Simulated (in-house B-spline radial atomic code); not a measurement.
## Ionising Br with different functionals

Computed with a radial B-spline atomic code at the basis-set limit: scalar-relativistic (spin-free X2C) Hamiltonian, Fermi nucleus of rms radius 4.1629 fm, spin-polarised at highest spin, spherical fractional occupations for the functionals, the average over the highest-spin determinants for Hartree-Fock. The ionisation energy is the difference of two self-consistent energies, [Ar] 3d10 4s2 4p5 → [Ar] 3d10 4s2 4p4, without Breit or QED terms; ε is the level of the shell that loses the electron (its least bound occupied spin orbital). There is no spin-orbit coupling in this Hamiltonian.

Hybrids are left out here: with spherical fractional occupations of an open shell their exact exchange keeps a self-interaction that integer-occupation calculations don't have.

| method | rung | ΔSCF (eV) | -ε(4p) (eV) |
| --- | --- | --- | --- |
| Hartree-Fock | Hartree-Fock | 10.72 | 11.60 |
| LDA VWN5 | LDA | 12.11 | 7.65 |
| LDA PW92 | LDA | 12.11 | 7.65 |
| LDA exchange-only | LDA | 10.64 | 6.34 |
| PBE | GGA | 11.85 | 7.45 |
| PBEsol | GGA | ? | ? |
| BLYP | GGA | 11.77 | 7.34 |
| RPBE | GGA | 11.79 | 7.41 |
| PW91 | GGA | 11.92 | 7.51 |
| BP86 | GGA | ? | ? |
| AM05 | GGA | 11.84 | 7.43 |
| OLYP | GGA | 11.67 | 7.30 |
| TPSS | meta-GGA | 11.89 | 7.51 |
| SCAN | meta-GGA | 11.97 | 7.65 |
| r2SCAN | meta-GGA | 11.98 | 7.67 |
| revTPSS | meta-GGA | 11.89 | 7.52 |

(1) What does PBEsol give?

(2) What does BP86 give?

(3) How do they compare with the NIST value?

Answers

(1) ΔSCF 11.86 eV, and -ε(4p) = 7.46 eV.

(2) ΔSCF 12.00 eV, and -ε(4p) = 7.58 eV.

(3) NIST lists 11.814 eV (measured, ground level to ground level). Errors run from -1.17 to +0.30 eV; AM05 is closest (+0.02 eV), but part of that can be cancellation, since the calculations leave out spin-orbit coupling, Breit-QED terms, multiplet and fine-structure energies. Hartree-Fock also lacks correlation.
